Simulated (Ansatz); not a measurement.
`[SiH3]B1CSC1`, relaxed with RKS PBE-D4/def2-SVP in Ansatz from a rough embedded geometry. The force threshold is 0.03 eV/Å; the program also tests the step.

Total charge 0; spin multiplicity 1.

Start:

```xyz
12

Si    1.622    0.071   -1.090
B     0.038   -0.001   -0.010
C    -1.390    0.667   -0.033
S    -2.218   -0.165    1.405
C    -0.466   -0.813    1.295
H     2.156    1.506   -1.025
H     2.647   -0.789   -0.477
H     1.340   -0.295   -2.422
H    -1.386    1.800    0.080
H    -1.974    0.409   -0.991
H    -0.469   -1.876    1.091
H     0.100   -0.514    2.176
```

Q: By how much does the energy fall, and how many steps does the optimiser take? (Estimate.)

A: Computed: 0.74 eV, in 4 steps.

Q: Which bonds change most? (Best estimate.)

A: Computed: Si1–B2 from 1.918 to 2.028 Å; Si1–H8 from 1.410 to 1.511 Å; C3–H10 from 1.151 to 1.113 Å; Si1–H7 from 1.471 to 1.507 Å.

Q: Give the relaxed structure. (An estimate is asked.)

A: Computed: 
```xyz
12

Si    1.621    0.091   -1.027
B    -0.083   -0.018    0.068
C    -1.463    0.737   -0.122
S    -2.149   -0.131    1.368
C    -0.447   -0.864    1.354
H     2.140    1.510   -1.028
H     2.726   -0.805   -0.531
H     1.337   -0.273   -2.466
H    -1.420    1.845   -0.026
H    -2.003    0.514   -1.070
H    -0.420   -1.969    1.220
H     0.161   -0.637    2.259
```
